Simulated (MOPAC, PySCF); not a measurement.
H9BSi3, SMILES `[SiH3]B([SiH3])[SiH3]`, neutral singlet in the gas phase. 

Cartesian coordinates (Å):
```xyz
13

Si     0.4053    -1.9227     0.1596
B     -0.0011     0.0214    -0.0610
Si    -1.9103     0.5996    -0.1976
Si     1.5060     1.3349    -0.0272
H      1.6877    -2.2297     0.8701
H     -0.6955    -2.7370     0.7668
H      0.5621    -2.3689    -1.2719
H     -2.1455     1.8698    -0.9547
H     -2.2917     0.8441     1.2392
H     -2.8309    -0.4570    -0.7278
H      1.6270     1.6707     1.4365
H      2.8209     0.7625    -0.4612
H      1.2660     2.6123    -0.7707
```
Charge 0, spin multiplicity 1.

All levels are single points at this geometry (PBE-D3(BJ)/def2-TZVP); Pople sets use spherical d functions. Orbital energies aren't observables, and empty levels follow the basis.

B3LYP/3-21G in PySCF gives dipole (D) = 0.07.

Q: Estimate the dipole (D) from each of these levels: PBE-D3(BJ)/def2-TZVP in PySCF; B3LYP/6-311+G** in PySCF; B3LYP/LANL2DZ in PySCF; BP86/6-31G* in PySCF; M06-2X/6-31G* in PySCF; HF/6-31G* in PySCF; HF/STO-3G in PySCF; PM3 in MOPAC.

A: 
```tsv
level	dipole (D)
PBE-D3(BJ)/def2-TZVP in PySCF	0.09
B3LYP/6-311+G** in PySCF	0.13
B3LYP/LANL2DZ in PySCF	0.05
BP86/6-31G* in PySCF	0.07
M06-2X/6-31G* in PySCF	0.14
HF/6-31G* in PySCF	0.23
HF/STO-3G in PySCF	0.21
PM3 in MOPAC	0.14
```
